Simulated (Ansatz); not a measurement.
Isolated molecules relaxed with PBE0-D4/def2-TZVP in Ansatz; ΔE leaves out vibrations. CBS: MP2 limit from def2 TZ/QZ plus the TZ coupled-cluster correction, frozen cores. This one scheme is used for every species. Functionals use def2-TZVPP. HSE06 is defined as in plane-wave codes. One conformer a species, not always the lowest.

`BNC(C)F` + H₂S → `CC(F)S` + `BN`  (substitution at a C–N bond)

Q: Is it downhill or uphill in electronic energy at CCSD(T)/CBS, and by how much? (Best estimate.)

A: Ansatz gave: Uphill: ΔE = +9.7 kJ/mol.

Q: What do these levels give: r2SCAN-D4, PBE0-D4, HSE06-D4, B2PLYP, revPBE, r2SCANh, r2SCAN0, CCSD/def2-TZVPP, CCSD(T)/def2-TZVPP, HF/def2-QZVPP, HF/CBS(def2), MP2/CBS(def2)? (An estimate is asked.)

A: Computed: r2SCAN-D4 7.5, PBE0-D4 8.4, HSE06-D4 8.2, B2PLYP 9.4, revPBE 2.0, r2SCANh 8.0, r2SCAN0 9.5, CCSD/def2-TZVPP 15.2, CCSD(T)/def2-TZVPP 13.5, HF/def2-QZVPP 18.6, HF/CBS(def2) 18.6, MP2/CBS(def2) 6.1 kJ/mol.

Largest T1 diagnostic among the species: 0.012.

From BLYP to BHLYP (50 % exact exchange), in def2-TZVPP and without D4, ΔE moves by +8.2 kJ/mol. At CCSD(T), def2-SVP lies +15.4 kJ/mol from the extrapolated value and def2-TZVPP +3.8 kJ/mol.
